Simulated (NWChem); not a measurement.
System: CH6SiTe; SMILES C[Te][SiH3]

The following NWChem deck was run.

```
start job
memory heap 200 mb stack 900 mb global 1100 mb
geometry units angstroms noautoz
  Te    -0.336773     0.487916     0.024097
  C      1.766051     1.008397    -0.005750
  H      2.234356     0.625255    -0.920565
  H      2.264045     0.608467     0.885929
  H      1.817596     2.104882     0.003726
  Si     0.082770    -1.972554     0.006641
  H      0.869329    -2.399160     1.204470
  H      0.829958    -2.389224    -1.219543
  H     -1.256903    -2.631001     0.025634
end
basis spherical
  * library sto-3g
end
dft
  xc b3lyp
  iterations 150
  mulliken
end
task dft energy
```

Excerpt of the output:

```
             Northwest Computational Chemistry Package (NWChem) 7.3.0
             --------------------------------------------------------

 C1  symmetry detected

                             Geometry "geometry" -> ""
                             -------------------------

 Output coordinates in angstroms (scale by  1.889725989 to convert to a.u.)

  No.       Tag          Charge          X              Y              Z
 ---- ---------------- ---------- -------------- -------------- --------------
    1 Te                  52.0000    -0.36142839     0.48286884    -0.00000760
    2 C                    6.0000     1.72844930     1.05389539    -0.00003371
    3 H                    1.0000     2.21988039     0.67842221    -0.90585335
    4 H                    1.0000     2.22215311     0.66979202     0.90094055
    5 H                    1.0000     1.75339788     2.15133562     0.00531017
    6 Si                  14.0000     0.11751841    -1.96679310    -0.00000845
    7 H                    1.0000     0.89559936    -2.36932984     1.21160876
    8 H                    1.0000     0.89331971    -2.37032519    -1.21274304
    9 H                    1.0000    -1.20602787    -2.65734364     0.00145252

 Effective nuclear repulsion energy (a.u.)     333.2286368948

                                 NWChem DFT Module
                                 -----------------

 Summary of "ao basis" -> "ao basis" (spherical)
 ------------------------------------------------------------------------------
       Tag                 Description            Shells   Functions and Types
 ---------------- ------------------------------  ------  ---------------------
 Te                          sto-3g                 11       27   5s4p2d
 C                           sto-3g                  3        5   2s1p
 H                           sto-3g                  1        1   1s
 Si                          sto-3g                  5        9   3s2p

            General Information
            -------------------
          SCF calculation type: DFT
          Wavefunction type:  closed shell.
          No. of atoms     :     9
          No. of electrons :    78
           Alpha electrons :    39
            Beta electrons :    39
          Charge           :     0
          Spin multiplicity:     1
          Use of symmetry is: off; symmetry adaption is: off
          Maximum number of iterations: 150
          AO basis - number of functions:    47
                     number of shells:    25
          Convergence on energy requested:  1.00D-06
          Convergence on density requested:  1.00D-05
          Convergence on gradient requested:  5.00D-04

              XC Information
              --------------
                         B3LYP Method XC Potential
                     Hartree-Fock (Exact) Exchange  0.200
                        Slater Exchange Functional  0.800 local
                    Becke 1988 Exchange Functional  0.720 non-local
              Lee-Yang-Parr Correlation Functional  0.810
                  VWN I RPA Correlation Functional  0.190 local

             Grid Information
             ----------------
          Grid used for XC integration:  medium
          Radial quadrature: Mura-Knowles
          Angular quadrature: Lebedev.
          Tag              B.-S. Rad. Rad. Pts. Rad. Cut. Ang. Pts.
          ---              ---------- --------- --------- ---------
          Te                  1.40      123           9.0       590
          C                   0.70       49          11.0       434
          H                   0.35       45          12.0       434
          Si                  1.10       88          11.0       590
          Grid pruning is: on
          Number of quadrature shells:   530
          Spatial weights used:  Erf1

      Superposition of Atomic Density Guess
      -------------------------------------

 Sum of atomic energies:       -6872.53662490

      Non-variational initial energy
      ------------------------------

 Total energy =   -6872.450545
 1-e energy   =  -10153.002646
 2-e energy   =    2947.323465
 HOMO         =      -0.123289
 LUMO         =       0.239966

     ---------------------------------------------
      Total Density - Mulliken Population Analysis
     ---------------------------------------------

    Atom       Charge   Shell Charges
 -----------   ------   -------------------------------------------------------
    1 Te  52    52.51   2.00  2.00  6.00  2.00  6.00  2.00  6.00  1.85  4.67 10.00  9.99
    2 C    6     6.02   1.99  1.32  2.70
    3 H    1     0.94   0.94
    4 H    1     0.94   0.94
    5 H    1     0.95   0.95
    6 Si  14    13.08   2.00  1.99  5.88  1.28  1.93
    7 H    1     1.19   1.19
    8 H    1     1.19   1.19
    9 H    1     1.19   1.19

   convergence    iter        energy       DeltaE   RMS-Dens  Diis-err
 ---------------- ----- ----------------- --------- --------- ---------
 d= 0,ls=0.0,diis     1  -6876.5890959775 -7.21D+03  2.92D-02  2.74D-01
 d= 0,ls=0.0,diis     2  -6876.6007458626 -1.16D-02  1.47D-02  2.34D-01
 d= 0,ls=0.0,diis     3  -6876.6483099699 -4.76D-02  2.11D-03  4.30D-03
 d= 0,ls=0.0,diis     4  -6876.6488600668 -5.50D-04  8.78D-04  8.92D-04
 d= 0,ls=0.0,diis     5  -6876.6490412776 -1.81D-04  6.07D-05  1.54D-06
 d= 0,ls=0.0,diis     6  -6876.6490416924 -4.15D-07  1.39D-05  1.02D-07
 d= 0,ls=0.0,diis     7  -6876.6490417251 -3.27D-08  8.16D-07  4.39D-10

         Total DFT energy =    -6876.649041725136
      One electron energy =   -10150.424082884958
           Coulomb energy =     3140.620980132611
    Exchange-Corr. energy =     -200.074575867599
 Nuclear repulsion energy =      333.228636894809

 Numeric. integr. density =       77.999988697930

                       DFT Final Molecular Orbital Analysis
                       ------------------------------------

[...]
```

Level: B3LYP/STO-3G, non-relativistic. Geometry: optimised at PBE0/def2-SVP (def2 core potentials past Kr).
